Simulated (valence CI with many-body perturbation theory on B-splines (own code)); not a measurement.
## Which ion has this spectrum?

A relativistic CI+MBPT calculation for an atom or ion with 14 electrons gives these levels (× 10³ cm⁻¹):

```
J  Parity       E     g
0    even    0.00      
1    even  1488.0  1.49
2    even  1553.0  1.17
2     odd  2591.5  1.55
1     odd  2788.7  1.03
2     odd  2995.0  0.76
2    even  3088.7  1.31
0    even  3229.3      
1     odd  3281.2  0.88
2     odd  3471.5  1.30
3     odd  3479.1  1.12
2     odd  4046.8  1.50
1    even  4124.6  0.42
3     odd  4160.6  1.31
```

The energies are calculated, and their last digits are not significant.

**Question.** Which is it?
A. Gd50+
B. Dy52+
C. Tb51+
D. Sm48+

**Answer.** C. Tb51+, ground level (3s^2 3p1/2^2) J=0.
